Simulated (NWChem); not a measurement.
A series in which one site is exchanged, each optimised at PBE0/def2-SVP with NWChem, gas phase unless a solvent is named. Some are not confirmed as minima by frequencies. def2 effective core potentials on Te; no spin-orbit coupling.

A: C[Te][GeH3] (CH$_{6}$GeTe; site = Te)
B: C[O][GeH3] (CH₆GeO; site = O)
C: C[S][GeH3] (CH6GeS; site = S)
D: [CH3][Mg][GeH3] (CH6GeMg; site = Mg)

```tsv
quantity	A	B	C	D
dipole (D), PBE0/def2-SVP	1.10	1.20	1.48	(withheld)
orbital gap (eV), PBE0/def2-SVP	5.36	8.20	7.07	(withheld)
vertical ionisation energy, ΔSCF, PBE/def2-SVP (eV)	7.92	9.63	8.76	(withheld)
vertical ionisation energy, ΔSCF, CAM-B3LYP/def2-SVP (eV)	8.07	10.05	8.95	(withheld)
lowest singlet excitation, CAM-B3LYP/def2-SVPD, TDA (eV)	3.79	6.64	5.34	(withheld)
```

Problem. Complete the blanks.

Solution. 
- dipole (D), PBE0/def2-SVP, D: 1.38
- orbital gap (eV), PBE0/def2-SVP, D: 5.91
- vertical ionisation energy, ΔSCF, PBE/def2-SVP (eV), D: 8.24
- vertical ionisation energy, ΔSCF, CAM-B3LYP/def2-SVP (eV), D: 8.62
- lowest singlet excitation, CAM-B3LYP/def2-SVPD, TDA (eV), D: 4.80
